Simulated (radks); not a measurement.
Species: Au4+. Configuration: [Kr] 4d10 4f14 5s2 5p5.75 5d7 6s0.25 (fractional occupations, a model configuration). All-electron calculation, scalar-relativistic Kohn-Sham, PBEsol, spin-polarised, spherical densities, finite nucleus; open shells are filled with parallel spins first (spin-orbit coupling, left out, can overturn this in heavy ions); Fermi nuclear charge, rms radius 5.4371 fm. Program: a radial shooting solver on a logarithmic mesh with Libxc functionals.

Local quantities along the radius. ELF = 1/(1 + alpha^2) is the electron localisation function; alpha = (tau - tau_W)/tau_unif compares the Pauli kinetic energy density with that of the uniform gas (summed over spins); -r V(r) is the screened charge that the Kohn-Sham potential of spin up presents (atomic units). tau is taken from the large components.

r (bohr),ELF,alpha,-r V(r)
0.001814,0.999,0.02811,78.10
0.002439,0.999,0.03329,77.78
0.003305,0.998,0.04215,77.34
0.004443,0.997,0.05729,76.76
0.006022,0.993,0.08681,75.98
0.008096,0.979,0.1467,75.00
0.01097,0.923,0.2888,73.69
0.01475,0.725,0.6156,72.06
0.01983,0.415,1.187,70.02
0.02688,0.349,1.366,67.41
0.03614,0.570,0.8693,64.32
0.04898,0.740,0.5926,60.48
0.06585,0.620,0.7826,56.05
0.08925,0.352,1.356,50.79
0.12,0.531,0.9398,45.12
0.1613,0.716,0.6292,38.99
0.2186,0.401,1.222,32.41
0.294,0.384,1.266,26.03
0.3984,0.712,0.6368,19.81
0.5356,0.567,0.8745,14.71
0.7259,0.322,1.452,10.77
0.976,0.587,0.8393,8.104
1.312,0.621,0.7817,6.316
1.778,0.360,1.333,5.281
2.391,0.117,2.745,4.704
3.24,0.017,7.526,4.438
4.357,0.001,31.71,4.242

On this mesh the ELF has minima near r = 0.023, 0.089, 0.25, 0.73 bohr, which separate the shells, and maxima near 0.049 (0.74), 0.16 (0.72), 0.40 (0.71), 1.1 (0.66).

Self-consistent cycle (total energy in hartree, residual of the potential): 1: -18958.05981, 2e+01; 2: -18989.64864, 1e+01; 3: -18997.65111, 1e+00; 4: -18997.56329, 1e+00; 5: -18997.69929, 1e-01; 6: -18997.70561, 4e-02; 7: -18997.70573, 3e-02; 8: -18997.70587, 3e-03; 9: -18997.70588, 5e-05; 10: -18997.70588, 4e-05; 11: -18997.70588, 1e-05; 12: -18997.70588, 2e-06; 13: -18997.70588, 3e-08; 14: -18997.70588, 6e-09.
